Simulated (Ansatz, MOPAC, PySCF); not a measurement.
Dimer: CH3F (SMILES CF) (first 5 atoms) with CH6Si (SMILES C[SiH3]); geometry from B3LYP-D3(BJ)/def2-TZVP, rigid monomers moved along the line of their centres of mass till F2···Si7 is 2.99 Å.
(charge 0, multiplicity 1):
```xyz
13

C     -0.6817     0.4925    -0.3017
F      0.3161    -0.2714     0.2995
H     -0.4888     0.5315    -1.3741
H     -1.6455     0.0230    -0.1049
H     -0.6574     1.4946     0.1264
C      1.0384    -0.9499     3.1989
Si    -0.3649     0.2897     3.1604
H      1.9033    -0.5412     3.7246
H      1.3411    -1.2062     2.1835
H      0.7342    -1.8650     3.7103
H     -0.7857     0.6455     4.5397
H     -1.5491    -0.2599     2.4557
H      0.0409     1.5416     2.4759
```

Monomers are frozen at their geometry in the pair; levels with a basis set take the counterpoise correction. Rows marked so take none.

Cores are frozen in the correlated methods. Rows in 6-31G* carry no dispersion term and start afresh at each structure (6-31G* with six Cartesian d functions). MP2/6-31G* freezes PySCF's default core. The state that PM3 reach isn't checked.

Codes used: Ansatz (Gaussian orbitals); MOPAC for PM3 (differences of heats of formation); PySCF for 6-31G* rows, the dispersion terms. Each number belongs to the level named beside it.

Other levels give for the interaction energy: PBE/def2-TZVPPD 18.7; B3LYP/def2-TZVPPD 59.8; B3LYP-D3(BJ)/def2-TZVPPD -46.4; wB97M-V/def2-TZVPPD -66.0; CCSD(T)/aug-cc-pV(D+d)Z -27.4 meV.

What do these common cheap choices give for the same quantity: PM3, HF/6-31G*, HF/6-31G* (no counterpoise), B3LYP/6-31G*, B3LYP/6-31G* (no counterpoise), M06-2X/6-31G* (no counterpoise), MP2/6-31G*, MP2/6-31G* (no counterpoise)?

PM3 130.4; HF/6-31G* 101.1; HF/6-31G* (no counterpoise) 15.9; B3LYP/6-31G* 77.3; B3LYP/6-31G* (no counterpoise) -57.5; M06-2X/6-31G* (no counterpoise) -177.3; MP2/6-31G* 54.3; MP2/6-31G* (no counterpoise) -92.9 meV. They span -177.3 to 130.4 meV.

Ansatz is a first-principles code.
